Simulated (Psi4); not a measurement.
A dimer, CHF3 ··· C4H4S (SMILES FC(F)F and c1ccsc1), singlet; the first 5 atoms form monomer A.

```
14

F      1.1121    -0.5927    -0.3919
C     -0.0036    -0.0052     0.0622
F     -1.0596    -0.5927    -0.5172
F      0.0173     1.2848    -0.3002
H     -0.0662    -0.0943     1.1470
C      1.1854    -3.1670     1.5659
C     -0.0904    -3.4701     1.0147
C     -1.1157    -2.9480     1.7493
S     -0.5348    -2.0844     3.1165
C      1.0994    -2.4218     2.7064
H      2.1221    -3.4884     1.1342
H     -0.2377    -4.0489     0.1146
H     -2.1743    -3.0228     1.5634
H      1.9016    -2.0546     3.3247
```

Task: What interaction energy does Psi4 1.11 with SAPT0/jun-cc-pVDZ, frozen core give, and which attractive term is the largest?

Result: Total -8.98 kJ/mol: electrostatics -14.57, exchange 22.06, induction -3.84, dispersion -12.64. The most attractive term is electrostatics.
